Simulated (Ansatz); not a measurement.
`[CH3][Ge]([F])([F])[AlH2]` at its PBE0-D4/def2-TZVP geometry, where that method's forces vanish. Total charge 0; spin multiplicity 1.

```
atom   x (Å)   y (Å)   z (Å)
  C1  -0.960  -1.360   0.619
 Ge2  -0.139   0.381   0.397
  F3  -1.471   1.518   0.392
  F4   0.662   0.708   1.918
 Al5   1.436   1.119  -1.412
  H6  -1.586  -1.332   1.512
  H7  -1.578  -1.602  -0.246
  H8  -0.195  -2.128   0.740
  H9   1.860   0.091  -2.541
 H10   1.973   2.605  -1.379
```

For each bond, give half the difference of the two atoms' forces along it (eV/Å; positive pushes the atoms apart) under PBE-D4, r2SCAN-D4, B3LYP-D4, ωB97M-V in def2-TZVPP. (Estimate.)

The calculation gave: 
```json
{"bond": "C1–Ge2", "length (Å)": "1.938", "PBE-D4": "0.00", "r2SCAN-D4": "0.03", "B3LYP-D4": "0.15", "ωB97M-V": "0.00"}
{"bond": "C1–H6", "length (Å)": "1.091", "PBE-D4": "0.09", "r2SCAN-D4": "-0.03", "B3LYP-D4": "-0.08", "ωB97M-V": "-0.06"}
{"bond": "C1–H7", "length (Å)": "1.091", "PBE-D4": "0.08", "r2SCAN-D4": "-0.01", "B3LYP-D4": "-0.07", "ωB97M-V": "-0.03"}
{"bond": "C1–H8", "length (Å)": "1.091", "PBE-D4": "0.08", "r2SCAN-D4": "-0.01", "B3LYP-D4": "-0.07", "ωB97M-V": "-0.03"}
{"bond": "Ge2–F3", "length (Å)": "1.751", "PBE-D4": "0.54", "r2SCAN-D4": "0.07", "B3LYP-D4": "0.28", "ωB97M-V": "0.12"}
{"bond": "Ge2–F4", "length (Å)": "1.751", "PBE-D4": "0.54", "r2SCAN-D4": "0.07", "B3LYP-D4": "0.28", "ωB97M-V": "0.12"}
{"bond": "Ge2–Al5", "length (Å)": "2.510", "PBE-D4": "-0.25", "r2SCAN-D4": "-0.07", "B3LYP-D4": "-0.09", "ωB97M-V": "-0.07"}
{"bond": "Al5–H9", "length (Å)": "1.585", "PBE-D4": "0.07", "r2SCAN-D4": "-0.01", "B3LYP-D4": "-0.08", "ωB97M-V": "-0.10"}
{"bond": "Al5–H10", "length (Å)": "1.580", "PBE-D4": "0.07", "r2SCAN-D4": "-0.01", "B3LYP-D4": "-0.09", "ωB97M-V": "-0.11"}
```

B3LYP here is the variant with VWN-RPA as its local correlation; programs differ in this.

Program: Ansatz 0.2.0.
